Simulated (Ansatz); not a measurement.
Ansatz (a first-principles code) input:

Ansatz 0.2 input:
```yaml
crystal:
  periodic: [false, false, false]
  atoms:
    - {symbol: C, position_ang: [0.02903682, -0.01529440, 0.62041104]}
    - {symbol: I, position_ang: [1.00576688, 1.53984851, -0.04432792]}
    - {symbol: I, position_ang: [-1.00905407, -1.53811707, -0.02590729]}
basis:
  gaussian:
    orbitals: def2-SVP
total_charge: 1
magnetization: {spin_polarized: true, initial_magnetization: 1}
correlation: {method: ccsd_t, electrons: outside_noble_gas}
```

Which total energy does the run end on?

-631.07287 Eh (CCSD(T)/def2-SVP). The basis has 66 functions.
